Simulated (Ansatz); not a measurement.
FGaH4SSi, SMILES `F[SiH](S)[GaH2]`, relaxed with RKS PBE0-D4/def2-TZVP in Ansatz from a GFN2-xTB geometry. The force threshold is 0.005 eV/Å; the program also tests the step.

Total charge 0; spin multiplicity 1.

Start:

```xyz
8

F    -1.479   -0.893   -1.337
Si   -0.476    0.320   -0.912
S    -1.508    1.582    0.516
Ga    1.232   -0.776    0.388
H    -0.426    1.118   -2.133
H    -0.937    1.037    1.593
H     1.192   -0.636    1.999
H     2.402   -1.752   -0.115
```

```tsv
step	energy (eV)	largest force (eV/Å)	largest move (Å)
1	-73860.3921	1.281	0.000
2	-73860.4609	0.398	0.198
3	-73860.5143	0.656	0.121
4	-73860.5271	0.423	0.042
5	-73860.5447	0.184	0.104
6	-73860.5546	0.060	0.116
7	-73860.5627	0.041	0.160
8	-73860.5640	0.270	0.195
9	-73860.5692	0.105	0.031
10	-73860.5737	0.050	0.139
11	-73860.5754	0.186	0.194
12	-73860.5780	0.122	0.024
13	-73860.5793	0.044	0.051
14	-73860.5799	0.038	0.038
15	-73860.5803	0.018	0.030
16	-73860.5805	0.016	0.024
17	-73860.5806	0.013	0.025
18	-73860.5806	0.013	0.024
19	-73860.5806	0.006	0.004
20	-73860.5807	0.005	0.004
21	-73860.5807	0.002	0.000
```

End:

```xyz
8

F    -1.814   -0.866   -0.968
Si   -0.576    0.146   -0.805
S    -1.117    1.877    0.324
Ga    1.252   -0.857    0.399
H    -0.304    0.711   -2.151
H    -1.123    1.253    1.515
H     0.962   -1.422    1.836
H     2.721   -0.841   -0.151
```

It took 46 s on 4 threads of an Intel Xeon Platinum 8488C on a shared host, with 0.52 GiB of host memory at the peak.
